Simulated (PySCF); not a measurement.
**Spinor energies of Rh³⁺ (rhodium, charge +3)**

Start: [Kr] 4d5 5p1; 4d5/2 filled at m_j = -3/2, -1/2, +1/2, +3/2, +5/2; 5p3/2 filled at m_j = +3/2. Calculated with PySCF 2.14 in x2c-TZVPall-2c with one added diffuse shell each of s, p, d type (9s10p8d1f, 86 functions): generalised Hartree-Fock with the X2C-1e Hamiltonian and a Gaussian nucleus; one run each with spin-orbit coupling (SO) switched off, then screened by Boettger's factors. This is a chosen level, not necessarily the ground level.

| spinor shell | electrons | ε, spin-free (eV) | ε, screened SO (eV) | weight of nominal j (screened SO) | rms radius, screened SO (bohr) |
| --- | --- | --- | --- | --- | --- |
| 1s1/2 | 2 | -23386.4 | -23384.9 | 1.000 | 0.0374 |
| 2s1/2 | 2 | -3510.6 | -3510.2 | 1.000 | 0.154 |
| 2p1/2 | 2 | -3144.0 | -3244.0 | 1.000 | 0.134 |
| 2p3/2 | 4 | -3144.0 | -3097.6 | 1.000 | 0.138 |
| 3s1/2 | 2 | -698.92 | -698.85 | 1.000 | 0.415 |
| 3p1/2 | 2 | -575.29 | -593.18 | 1.000 | 0.411 |
| 3p3/2 | 4 | -575.29 | -567.00 | 1.000 | 0.422 |
| 3d3/2 | 4 | -377.77 | -381.09 | 0.954 | 0.401 |
| 3d5/2 | 6 | -377.77 | -375.52 | 0.969 | 0.404 |
| 4s1/2 | 2 | -143.52 | -143.54 | 1.000 | 1.03 |
| 4p1/2 | 2 | -104.97 | -112.31 | 0.672 | 1.12 |
| 4p3/2 | 4 | -104.97 | -101.45 | 0.836 | 1.13 |
| 4d5/2 | 5 | -54.760 | -54.792 | 0.565 | 1.41 |
| 5p3/2 | 1 | -27.925 | -27.750 | 1.000 | 3.04 |

```csv
quantity,spin-free,screened SO
E (hartree),-4778.37038,-4779.10820
M_J,4,4
⟨J²⟩,20.001,20.001
⟨L²⟩,2.001,2.049
⟨S²⟩,12.000,11.955
```

Each row is a mean over spinors that exchange with the open shell spreads, by up to 12.671 eV (4p3/2).

Rows whose weight is well below 1 are mixtures of j = l ± 1/2: exchange outweighs spin-orbit coupling there, and the label is only the starting occupation.

Breit and QED terms are absent; they matter most for the inner s and p1/2 levels.

Densities and radii are taken from the X2C orbitals without a picture-change correction, which distorts them close to the nucleus.

Without spin-orbit coupling the j labels of p, d and f shells carry no meaning; the spin-free column gives the mean over the occupied spinors of each nl shell.
